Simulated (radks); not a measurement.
Question: The mean radii <r> (bohr) of the occupied orbitals of an atom or ion are listed with their occupations. Method: Dirac Kohn-Sham, PBEsol, spin-unpolarised, spherical densities, finite nucleus; Fermi nuclear charge, rms radius of each element as measured or else 0.836 A^(1/3) + 0.57 fm; computed with a radial shooting solver on a logarithmic mesh with Libxc functionals.

| orbital | occ. | <r> |
|---|---|---|
| 1s1/2 | 2 | 0.01716 |
| 2s1/2 | 2 | 0.07172 |
| 2p1/2 | 2 | 0.05907 |
| 2p3/2 | 4 | 0.06750 |
| 3s1/2 | 2 | 0.1866 |
| 3p1/2 | 2 | 0.1768 |
| 3p3/2 | 4 | 0.1923 |
| 3d3/2 | 4 | 0.1676 |
| 3d5/2 | 6 | 0.1724 |
| 4s1/2 | 2 | 0.4151 |
| 4p1/2 | 2 | 0.4180 |
| 4p3/2 | 4 | 0.4519 |
| 4d3/2 | 4 | 0.4618 |
| 4d5/2 | 6 | 0.4730 |
| 5s1/2 | 2 | 0.9481 |
| 4f5/2 | 6 | 0.5119 |
| 4f7/2 | 8 | 0.5192 |
| 5p1/2 | 2 | 1.024 |
| 5p3/2 | 4 | 1.118 |
| 5d3/2 | 4 | 1.462 |
| 5d5/2 | 2 | 1.509 |
| 6s1/2 | 2 | 2.383 |

Name the element and its charge. Open shells, if any, fill j = l - 1/2 first.

Answer: Z = 78, platinum, charge +2: Pt2+ in [Xe] 4f14 5d6 6s2. The 1s radius gives Z: for a bare nucleus <r> = (2 gamma + 1)/(2Z) with gamma = sqrt(1 - (Z/c)^2), 0.01695 bohr for Z = 78, and screening makes it slightly larger (0.01716 here). The occupations add up to 76, and the charge is Z minus that.
